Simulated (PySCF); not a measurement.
All values below come from PySCF 2.14.0 with PBE0-D3(BJ)/def2-TZVP // PBE0-D3(BJ)/def2-SVP. All species are isolated molecules in the gas phase. Delta-SCF ions had no search for a lower state. 

Reference species (SMILES): `[SiH3]c1cc2cccccc-2c1` (neutral, multiplicity 1).

The S1 oscillator strength is 0.012 and the HOMO is -5.84 eV. The vertical ionisation energy (Delta-SCF) is 7.34 eV.

Changed species: `[SiH3]c1ccc2cccccc1-2`.

Problem. Predict the effect on the S1 oscillator strength, HOMO and vertical ionisation energy (Delta-SCF).

Solution. the S1 oscillator strength is nearly the same; the HOMO decreases by 0.05 eV, to -5.89 eV; the vertical ionisation energy (Delta-SCF) rises by 0.03 eV, to 7.37 eV.
